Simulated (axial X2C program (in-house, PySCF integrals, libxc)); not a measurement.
## RuF⁺: bond constants with and without spin–orbit coupling

All values were computed with an axial X2C code built on PySCF integrals. Spin-free means the one-electron spin-free X2C Hamiltonian; two-component (2c) means X2C with spin–orbit coupling and atomic mean-field two-electron Coulomb and Gaunt terms, so the difference of the two also holds small scalar two-electron terms. Basis: Ru dyall-cv3z [12s12p8d5f3g], F dyall-av3z [7s6p3d2f] (cores contracted in-house); Gaussian nuclei, density fitting, unrestricted open shells. Masses: Ru 101.904 u, F 18.998 u.

Input:
```json
{"zs": [44, 9], "q": 1, "bas": ["dyall-cv3z", "dyall-av3z"], "levels": ["PBE0", "HF", "M06"], "cc": true, "r0": 1.89, "thr": -2.0, "nmax": 90, "npts": 10, "nst": 2, "ntry": 6}
```
```bash
python so2c.py task.json out
```

Keys: zs atomic numbers; q charge; bas basis sets; levels methods; cc coupled cluster on or off; r0 starting distance in Å; thr threshold in hartree for freezing inner shells (an s shell follows its p shell); nmax most natural virtual spinors; npts points on the curve; nst determinants followed; ntry starts of the search. HF also brings MP2.

State, spin-free: M_S = 2, Λ = 2 (beyond evenly filled blocks: σα, π+α, π-α, δ+α, δ+β, δ-α); electrons by block: σα: 12, σβ: 11, π+α: 6, π+β: 5, π-α: 6, π-β: 5, δ+α: 2, δ+β: 2, δ-α: 2, δ-β: 1. Fragments: Ru+ + F.

State, 2c: Ω = 4 (⟨Sz⟩ = 1.99, ⟨Lz⟩ = 2.01 at PBE0); electrons by block: 1/2: 17, -1/2: 17, 3/2: 8, -3/2: 7, 5/2: 2, -5/2: 1. Fragments: Ru+ + F.

| Hamiltonian | level | Re (Å) | ωe (cm⁻¹) | ωexe (cm⁻¹) | De (eV) | μ (D) |
| --- | --- | --- | --- | --- | --- | --- |
| spin-free | PBE0 | 1.815 | 712.6 | 2.84 | 3.49 | -4.29 |
| spin-free | HF | 1.853 | 703.9 | 2.51 | 1.72 | -6.15 |
| spin-free | MP2 | 1.828 | 708.2 | 2.63 | 3.47 | n/a |
| spin-free | CCSD(T) | 1.831 | 707.5 | 2.55 | n/a | n/a |
| spin-free | M06 | 1.825 | 704.2 | 2.89 | 3.41 | -4.37 |
| 2c | PBE0 | 1.815 | 712.5 | 2.84 | n/a | -4.29 |
| 2c | HF | 1.853 | 703.7 | 2.5 | n/a | -6.14 |
| 2c | MP2 | 1.828 | 708.3 | 2.61 | n/a | n/a |
| 2c | CCSD(T) | 1.831 | 708.5 | 2.59 | n/a | n/a |
| 2c | M06 | 1.825 | 704.2 | 2.89 | 3.41 | -4.37 |

Correlated methods: 14 electrons correlated (number of frozen shells: Ru 4 s, 3 p, 1 d; F 1 s), 290 virtual spin orbitals or spinors in MP2, 90 natural virtuals in coupled cluster.

Dipoles are positive if F is the positive end and refer to the centre of mass.

The state is a single determinant with fixed occupations, the lowest that a limited PBE0 search found. Dissociation energies refer to the lowest single-determinant-based atoms at the same level and basis. De is not given where an atomic determinant may have missed its ground term or J level, or where the truncated virtual space spoils (T). Density functionals use the spin component along the axis (collinear). Coupled cluster ran in a truncated set of natural virtual spinors; the MP2 energy of the rest was added. (T) has no such correction and the atoms are truncated less, which lowers De at CCSD(T) by a hundredth of an eV or more. In 2c an atomic determinant is not the ground J level, so De misses part of the atomic spin–orbit lowering. This holds for M06. Without a current term, density functionals place determinants with orbital angular momentum somewhat too high. With several unpaired electrons one determinant need not be a pure state. Open-shell Ω = 0 determinants with evenly filled partner blocks cannot be reached by this program, so the Ω shown need not be the lowest component.

No reliable constants came from CCSD (2c), CCSD (spin-free): no minimum in range, unconverged points, a curve that is not smooth, a change of character along it, or the two Hamiltonians disagreeing along it.

Rough cost a point (2c) on 1 thread(s) of a shared host, integrals apart: PBE0 0.6 s, HF 0.5 s, CCSD(T) 6 s, M06 1 s.

The whole task took 3.3 min on 1 thread of Arm Neoverse V2, with other jobs on the host.
